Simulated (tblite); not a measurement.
Run record: tight-binding relaxation, `C=[CH][GaH][CH2]/C(F)=C\B(F)F`.

Computed with GFN2-xTB geometry optimisation, gas phase (tblite 0.8.0). Start geometry: from a force field or distance geometry. The input is one job of a driver script: a line of settings, then coordinates in Å.

Command:
```bash
OMP_NUM_THREADS=1 python probes_run.py task.json out
```

Input:
```
{"job": {"kind": "relax", "xc": "GFN2-xTB", "basis": "xTB"}, "charge": 0, "multiplicity": 1}
C      2.850900     0.963200     1.235500
C      2.714800     0.125700     0.221600
Ga     0.797800     0.400400    -0.625300
C     -0.247400    -1.149000    -0.589600
C     -1.698600    -1.354300    -0.290000
F     -2.142900    -2.654900    -0.349300
C     -2.539300    -0.386800    -0.019100
B     -2.081300     1.127600     0.058700
F     -2.574500     1.951100    -1.021700
F     -2.126400     1.671300     1.415900
H      2.016300     1.641900     1.481700
H      3.720500     1.047400     1.866300
H      3.463100    -0.579100    -0.077300
H      1.163800     1.252100    -2.008000
H     -0.077000    -1.552000    -1.602000
H      0.342700    -1.828800     0.113900
H     -3.589400    -0.663700     0.178500
```

Estimate the output.

```
step      E/eV     max force
  0    -838.62226    3.980
  1    -839.42174    2.745
  2    -839.80158    2.956
  3    -839.96653    1.093
  4    -840.06313    0.801
  5    -840.12872    1.057
  6    -840.17840    0.806
  7    -840.22247    0.677
  8    -840.27144    0.742
  9    -840.31453    0.661
... (212 lines left out)
222    -841.68467    0.020
223    -841.68469    0.021
224    -841.68472    0.025
225    -841.68476    0.026
226    -841.68479    0.024
227    -841.68482    0.019
228    -841.68484    0.015
229    -841.68485    0.012
230    -841.68487    0.012
231    -841.68488    0.010
```

«max force» is the largest atomic force in eV/Å.

From which step on does the largest force stay under 0.1 eV/Å, and how much energy is left to gain from there?

From step 203 (0.085 eV/Å), 4.1 meV above the end.

Main results: energy lowered by 70.6 kcal/mol over 231 steps; largest atomic force 0.010 eV/Å at the end.

How long does this job take on an Arm Neoverse V1 with one thread (shared host)?

About 2.0 s.
Labels such as C1 count atoms from 1, the log's own numbers from 0.
